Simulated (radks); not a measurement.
Question: The mean radii <r> (bohr) of the occupied orbitals of an atom or ion are listed with their occupations. All-electron calculation, Dirac Kohn-Sham, BLYP, spin-unpolarised, spherical densities, point nucleus. Program: a radial shooting solver on a logarithmic mesh with Libxc functionals.

orbital  occ.      <r>
1s1/2       2  0.03344
2s1/2       2   0.1442
2p1/2       2   0.1226
2p3/2       4   0.1273
3s1/2       2   0.3668
3p1/2       2   0.3534
3p3/2       4   0.3611
3d3/2       1   0.3208

Name the element and its charge. Open shells, if any, fill j = l - 1/2 first.

Answer: Z = 44, ruthenium, charge +25: Ru25+ in [Ar] 3d1. The 1s radius gives Z: for a bare nucleus <r> = (2 gamma + 1)/(2Z) with gamma = sqrt(1 - (Z/c)^2), 0.03289 bohr for Z = 44, and screening makes it slightly larger (0.03344 here). The occupations add up to 19, and the charge is Z minus that.
